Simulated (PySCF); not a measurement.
# Vertical excitation energies

Species: C3H11NOSi3.
Cartesian coordinates in Å at the PBE0-D3(BJ)/def2-SVP level; atoms count from 1:
```xyz
19
C3H11NOSi3 angstrom
C     -2.573   -1.174    0.874
C     -2.017   -0.394   -0.291
O     -0.826    0.260    0.109
Si     0.165    1.140   -0.887
C      0.687    0.019   -2.292
N      1.027   -0.707   -3.131
Si     2.064    1.584    0.395
Si     2.369   -0.383    1.636
H     -3.504   -1.685    0.587
H     -2.786   -0.505    1.721
H     -1.849   -1.932    1.209
H     -1.805   -1.069   -1.142
H     -2.752    0.353   -0.644
H     -0.548    2.279   -1.536
H      1.828    2.768    1.277
H      3.216    1.868   -0.515
H      2.336   -1.545    0.699
H      3.679   -0.364    2.354
H      1.260   -0.505    2.627
```

Level of theory: TDDFT CAM-B3LYP/def2-SVPD, vertical, gas phase, core orbitals frozen in the response (PySCF).

| state | E (eV) | ν̃ (cm⁻¹) | f | \|μ\| (D) | main configurations (H = HOMO, L = LUMO) |
| --- | --- | --- | --- | --- | --- |
| S1 | 6.16 | 49670 | 0.067 | 1.69 | H→L (80%) |
| S2 | 6.73 | 54310 | 0.0096 | 0.61 | H→L+1 (51%), H-1→L (26%) |
| S3 | 6.82 | 55020 | 0.0076 | 0.54 | H-1→L (48%), H→L+1 (18%), H-2→L (14%) |
| S4 | 6.96 | 56130 | 0.047 | 1.33 | H-5→L (21%), H-2→L (11%), H→L (9%) |
| S5 | 7.17 | 57790 | 0.157 | 2.40 | H→L+2 (43%), H-6→L (9%), H-3→L (9%) |
| S6 | 7.28 | 58710 | 0.0077 | 0.53 | H-2→L (35%), H-6→L+1 (19%) |
| S7 | 7.38 | 59540 | 0.034 | 1.10 | H-5→L (14%), H→L+2 (11%), H-3→L (9%) |
| S8 | 7.43 | 59950 | 0.024 | 0.93 | H→L+3 (27%), H-2→L (9%), H→L+1 (9%) |
| S9 | 7.54 | 60830 | 0.102 | 1.88 | H→L+3 (46%), H→L+2 (15%) |
| S10 | 7.63 | 61550 | 0.015 | 0.72 | H-1→L+1 (43%), H→L+5 (16%) |

Triplets (Tamm–Dancoff): T1 5.53 eV, H→L (66%); T2 5.73 eV, H→L (15%), H→L+1 (14%), H-6→L (11%); T3 6.03 eV, H→L+1 (36%), H-6→L (13%), H→L+2 (11%); T4 6.25 eV, H→L+2 (22%).

The lowest singlet lies at 6.16 eV (201 nm, ultraviolet) and is of moderate strength; its leading configuration is HOMO→LUMO (80%). The strongest level in the table is S5 at 7.17 eV (173 nm, f = 0.157). Löwdin shares by element: HOMO silicon 70%, hydrogen 6% or more (atoms not listed hold the other 24%); LUMO silicon 39% or more, carbon 16% or more, nitrogen 14% (atoms not listed hold the other 31%). Orbital energies (eV): HOMO-3 -10.88, HOMO-2 -10.39, HOMO-1 -10.11, HOMO -9.48, LUMO -0.09, LUMO+1 0.46, LUMO+2 0.83. Of the 10 states listed, 7 reach f = 0.01 and none stays under 0.0005. The listed states span 1.47 eV, and the widest gap between neighbours is 0.58 eV (S1 to S2). The vertical ionisation energy (ΔSCF) is 10.10 eV, 2.47 eV above S10. The window holds the lowest 10 singlets.

One conformer stands for the species.
